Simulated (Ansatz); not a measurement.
hexamethyldisilane (C₆H₁₈Si₂), singlet, at a GFN2-xTB geometry. Base run: PBE/3-21G run with Ansatz (an electronic-structure program).

Here is a job for Ansatz.
Ansatz 0.2 input:
```yaml
crystal:
  periodic: [false, false, false]
  atoms:
    - {symbol: C, position_ang: [-1.85250354, -0.75341260, -1.64491509]}
    - {symbol: Si, position_ang: [-1.15751455, -0.19252911, 0.04867828]}
    - {symbol: C, position_ang: [-2.11542853, 1.38464731, 0.55933844]}
    - {symbol: C, position_ang: [-1.59427803, -1.55639574, 1.31949060]}
    - {symbol: Si, position_ang: [1.15751455, 0.19252911, -0.04867828]}
    - {symbol: C, position_ang: [1.85250354, 0.75341260, 1.64491509]}
    - {symbol: C, position_ang: [1.59427803, 1.55639574, -1.31949060]}
    - {symbol: C, position_ang: [2.11542853, -1.38464731, -0.55933844]}
    - {symbol: H, position_ang: [-1.38122298, -1.67339640, -1.97770833]}
    - {symbol: H, position_ang: [-1.67730056, -0.00252223, -2.40956825]}
    - {symbol: H, position_ang: [-2.92336754, -0.93233716, -1.60300705]}
    - {symbol: H, position_ang: [-3.18676964, 1.20960247, 0.60524631]}
    - {symbol: H, position_ang: [-1.80050263, 1.73611210, 1.53735739]}
    - {symbol: H, position_ang: [-1.94720648, 2.19230528, -0.14678963]}
    - {symbol: H, position_ang: [-2.66467346, -1.73677739, 1.36677783]}
    - {symbol: H, position_ang: [-1.11614133, -2.49769952, 1.06540523]}
    - {symbol: H, position_ang: [-1.26551507, -1.28301853, 2.31769233]}
    - {symbol: H, position_ang: [2.92336754, 0.93233716, 1.60300705]}
    - {symbol: H, position_ang: [1.38122298, 1.67339640, 1.97770833]}
    - {symbol: H, position_ang: [1.67730056, 0.00252223, 2.40956825]}
    - {symbol: H, position_ang: [1.26551507, 1.28301853, -2.31769233]}
    - {symbol: H, position_ang: [1.11614133, 2.49769952, -1.06540523]}
    - {symbol: H, position_ang: [2.66467346, 1.73677739, -1.36677783]}
    - {symbol: H, position_ang: [1.80050263, -1.73611210, -1.53735739]}
    - {symbol: H, position_ang: [1.94720648, -2.19230528, 0.14678963]}
    - {symbol: H, position_ang: [3.18676964, -1.20960247, -0.60524631]}
basis:
  gaussian:
    orbitals: 3-21G.json
hamiltonian:
  xc: pbe
```
The basis file holds 3-21G in the JSON format of the Basis Set Exchange.

Variants of this job, named by their change:

```
change                                                            ΔE vs base (eV)
----------------------------------------------------------------  ---------------
base                                                                         0.00
occupation = up:Ag:14 Au:8 Bg:7 Bu:12 down:Ag:14 Au:8 Bg:7 Bu:12            17.03
symmetry_tolerance_ang = 0.01                                                0.00
occupation = up:Ag:13 Au:7 Bg:7 Bu:14 down:Ag:13 Au:7 Bg:7 Bu:14            14.19
occupation = up:Ag:15 Au:7 Bg:6 Bu:13 down:Ag:15 Au:7 Bg:6 Bu:13            18.43
occupation = up:Ag:15 Au:7 Bg:7 Bu:12 down:Ag:15 Au:7 Bg:7 Bu:12            19.00
occupation = up:Ag:14 Au:7 Bg:7 Bu:13 down:Ag:14 Au:7 Bg:7 Bu:13             0.00
```
